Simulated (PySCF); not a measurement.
Compound: CH5GeNSi.
SMILES with atom numbers: `[N:1]#[C:2][GeH2:3][SiH3:4]` (hydrogens: H5, H6 on Ge3; H7, H8, H9 on Si4)

Geometry (PBE0-D3(BJ)/def2-SVP, Å), atoms numbered from 1 in this order:
```
atom  x, y, z in Å
N1     2.8252   -1.3118   -0.3887
C2     2.0128   -0.4984   -0.2347
Ge3    0.6111    0.8025    0.0230
Si4   -1.4479   -0.3974    0.0864
H5     0.9398    1.5203    1.3394
H6     0.7156    1.7786   -1.1570
H7    -1.6281   -1.1178   -1.2069
H8    -2.5627    0.5752    0.2871
H9    -1.4079   -1.3682    1.2177
```

The calculation used core-valence-separated Tamm–Dancoff BHandHLYP/aug-pcX-1 (pcseg-1 on H, def2-SVPD on Ge, def2-SVPD on Si) in PySCF, non-relativistic, gas phase, PBE0-D3(BJ)/def2-SVP geometry.

Computed carbon K-edge spectrum, Gaussian lines of 0.6 eV full width, highest printed point 100; it ends one width below the last computed root. Absolute energies from this functional tend to lie a few eV below measured edges; no shift was applied.

(photon energy (eV), absorption): (282.5, 1), (282.6, 2), (282.7, 5), (282.8, 13), (282.9, 26), (283.0, 46), (283.1, 70), (283.2, 90), (283.3, 100), (283.4, 95), (283.5, 78), (283.6, 54), (283.7, 33), (283.8, 17), (283.9, 7), (284.0, 3), (284.1, 1), (284.2, 0), (284.3, 0), (284.4, 0), (284.5, 0), (284.6, 0), (284.7, 0), (284.8, 0), (284.9, 0), (285.0, 0), (285.1, 1), (285.2, 2), (285.3, 4), (285.4, 7), (285.5, 11), (285.6, 15), (285.7, 17), (285.8, 16), (285.9, 13), (286.0, 9), (286.1, 6), (286.2, 3), (286.3, 2), (286.4, 1), (286.5, 1), (286.6, 1), (286.7, 1), (286.8, 2), (286.9, 3), (287.0, 6), (287.1, 9), (287.2, 12), (287.3, 14), (287.4, 14), (287.5, 12)

Question: Where are the maxima, and which lines make them up?

Answer: 3 maxima:
- 283.3 eV: C2 (cyano carbon), 283.32 eV, f = 0.107, sum of 2, 1s→π*, 100 % of the height at the exact maximum
- 285.7 eV: C2 (cyano carbon), 285.72 eV, f = 0.018, 100 % of the height at the exact maximum
- 287.3 eV: C2 (cyano carbon), 287.38 eV, f = 0.008, 56 % of the height at the exact maximum; C2 (cyano carbon), 287.29 eV, f = 0.006, 42 % of the height at the exact maximum

Roots within 0.03 eV on the same or equivalent atoms count as one line; shares under 12 % aren't listed.

Vibrational structure and lifetime widths aren't in the curve. The ionisation threshold wasn't computed; near and above it a finite basis only mimics Rydberg series and continuum. The BHandHLYP/aug-pcX-1 (pcseg-1 on H, def2-SVPD on Ge, def2-SVPD on Si) calculation is non-relativistic and has no spin–orbit coupling, an omission that weighs most on germanium.
